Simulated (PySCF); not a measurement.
# Computed data sheet: `Cc1pc([SiH3])c(F)s1`

Species: C₄H₆FPSSi.
Z-matrix (Å and degrees, GFN2-xTB geometry), rows numbered from 1:
```
C 
C   1  1.4958
P   2  1.7150  1  124.70
C   3  1.7786  2   94.69  1  -179.99
Si  4  1.8920  3  124.02  2   179.90
C   4  1.3475  3  114.31  2    -0.01
F   6  1.3425  4  123.57  3   179.97
S   6  1.7298  4  119.98  3    -0.01
H   1  1.0874  2  110.75  3  -180.00
H   1  1.0900  2  110.52  3   -59.54
H   1  1.0900  2  110.51  3    59.57
H   5  1.4632  4  108.08  3   120.21
H   5  1.4632  4  108.03  3  -119.86
H   5  1.4615  4  106.35  3     0.13
```

Among its groups: aromatic ring with sulfur, C–F bond, Si–H bond and C–Si bond.

From GFN2-xTB geometry:

```
Point group of the GFN2-xTB geometry                  : Cs
Rotational constants A, B, C of the GFN2-xTB geometry : 2.003, 0.953, 0.653 GHz
```

**PBE0/def2-SVPD ground state and vertical TDDFT (core frozen in the response) (PySCF)**

```
Dipole moment                                                     : 1.48 D
HOMO energy                                                       : -6.71 eV
LUMO energy                                                       : -1.55 eV
HOMO–LUMO gap                                                     : 5.16 eV
Lowest singlet excitation                                         : 4.58 eV (271 nm, f = 0.091)
Strongest line among the 8 lowest singlet transitions             : S6 at 5.76 eV (215 nm, f = 0.146)
Lowest triplet excitation (Tamm–Dancoff)                          : 2.76 eV
Static isotropic polarisability                                   : 116.9 au
Electronic spatial extent ⟨r²⟩ about the centre of nuclear charge : 1669 bohr²
```

PBE0/pcSseg-1 ground state and GIAO shieldings, non-relativistic (PySCF):

```
Lowest Hirshfeld atomic charge                              : -0.20 e on C4
Highest Hirshfeld atomic charge                             : +0.30 e on Si5
13C chemical shifts (computed TMS as zero) by class         : 186.7 (C2), 179.9 (C6), 131.1 (C4), 19.6 (C1) ppm
1H chemical shifts (computed TMS as zero) by class          : 4.61 (H12/H13/H14), 2.94 (H9/H10/H11) ppm
Isotropic shieldings of nuclei other than C and H, by class : 265 (F7), 435 (Si5), 76 (P3), 185 (S8) ppm
Mayer bond orders between heavy atoms                       : C1–C2 1.02, C2–P3 1.47, P3–C4 1.07, C4–Si5 0.82, C4–C6 1.60, C6–F7 0.95, C6–S8 1.14, S8–C2 1.13
```

Monoisotopic mass (most abundant isotopes): 163.9681 u.

The largest Löwdin shares of the HOMO are 0.29 on C2, 0.27 on P3, 0.14 on C6 and 0.08 on S8. S1 lies 0.58 eV below the HOMO–LUMO gap; its leading configuration is HOMO→LUMO, weight 0.94. With B = h/(8π²I), that is 505.379 GHz u Å² over I, the principal moments of inertia are 252.3, 530.3 and 773.7 u Å² (most abundant isotopes). The principal polarisabilities are 79.0, 120.1 and 151.5 au; their mean is the isotropic value. The largest Löwdin shares of the LUMO are 0.28 on P3, 0.26 on C2, 0.21 on S8 and 0.08 on C6. In wavenumbers S1 is 36900 cm⁻¹ (1 eV = 8065.54 cm⁻¹). The dipole matches unit charges of opposite sign 0.31 Å apart (1 e·Å = 4.8032 D).

Geometry: GFN2-xTB; no solvent or vibrations. GFN2-xTB frequencies show an imaginary mode (118i cm⁻¹), so this geometry is no minimum at that level. NMR classes are plain means over equivalent atoms (diastereotopic ones count apart unless rotation or inversion swaps them), as if these changed places fast; in this geometry the members of some classes differ.
